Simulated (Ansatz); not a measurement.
Reaction: H4GeO (SMILES [GeH3][OH]) → H3GeO (SMILES [GeH2][OH], doublet) + H (doublet) (the Ge-H bond breaks)
Each species at its own B3LYP-D3(BJ)/def2-TZVP minimum (Ansatz, a first-principles code).

Total energies in hartree (Ansatz). Radicals and triplets start from unrestricted determinants; spin-orbit coupling is neglected. Cores are frozen in correlated methods (noble-gas shells, and filled d and f shells in the p block). No relativity. Where a partner has so few electrons that a lower coupled-cluster level is exact, that level stands in.

```tsv
species	HF/cc-pVTZ	CCSD(T)/cc-pVTZ	HF/cc-pVQZ	CCSD(T)/cc-pVQZ	CCSDT(Q)/cc-pVTZ
1: H4GeO (SMILES [OH][GeH3])	-2152.63990	-2153.05097	-2152.65110	-2153.08858	-2153.05207
2: H3GeO (SMILES [OH][GeH2], doublet)	-2152.02845	-2152.41120	-2152.03956	-2152.44750	-2152.41246
3: H (doublet)	-0.49981	-0.49981	-0.49995	-0.49995	-0.49981
```

### Question
Work out the bond dissociation energy (electronic) in kcal/mol: take Hartree-Fock from cc-pVQZ, extrapolate the CCSD(T) correlation energy as X^-3 (X = 3, 4), and add CCSDT(Q) - CCSD(T) in cc-pVTZ. 1 hartree = 627.51 kcal/mol.

### Answer

Species 1: correlation (64·(-0.43748) - 27·(-0.41107))/37 = -0.45675; step -0.00110; E1 = -2152.65110 + (-0.45675) + (-0.00110) = -2153.10895
Species 2: correlation (64·(-0.40794) - 27·(-0.38275))/37 = -0.42632; step -0.00126; E2 = -2152.03956 + (-0.42632) + (-0.00126) = -2152.46714
Species 3: correlation (64·(0.00000) - 27·(0.00000))/37 = 0.00000; step +0.00000; E3 = -0.49995 + (0.00000) + (+0.00000) = -0.49995
-1·E1 +1·E2 +1·E3 = 0.14186 hartree = 89.0 kcal/mol.
